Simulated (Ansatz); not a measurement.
CuF, closed-shell singlet (the spin of the measured ground state), most abundant isotopes (62.9296 and 18.9984 u). Constants from fifth-degree fits in 1/R to seven points on the lowest solution found; no spin–orbit coupling, no relativity up to Kr; ω_e x_e and α_e move by some per cent with the fit.

Correlated levels freeze the inner cores; with def2 sets outer-core shells near the valence are correlated too. CBS: X⁻³ extrapolation of the correlation energy, Hartree–Fock from the larger set.

Programs: Ansatz (Gaussian basis) for Hartree–Fock, density functionals and correlated methods. 

At CCSD(T)/CBS(def2-TZVPP, def2-QZVPP): B₀ = 0.37678 cm⁻¹, fundamental 613 cm⁻¹.

Q: Taking the state as ¹Σ, work out the ideal-gas entropy and heat capacity at 298.15 K and 1 bar (rigid rotor, harmonic oscillator at the fundamental, no nuclear spin).

A: 
Translation: S = R(1.5 ln M + 2.5 ln T − 1.1517) with M = 81.928 u gives 163.80 J/(mol K). Rotation: q = kT/(σhcB₀) = 550.0 with σ = 1 and hc/k = 1.43878 cm K, S = R(ln q + 1) = 60.78. Vibration: u = hcν/kT = 2.958, S = R(u/(eᵘ − 1) − ln(1 − e⁻ᵘ)) = 1.79. Sum S° = 226.4 J/(mol K). C_p = 7R/2 + R u² eᵘ/(eᵘ − 1)² = 33.30 J/(mol K).

Ansatz is a first-principles code.
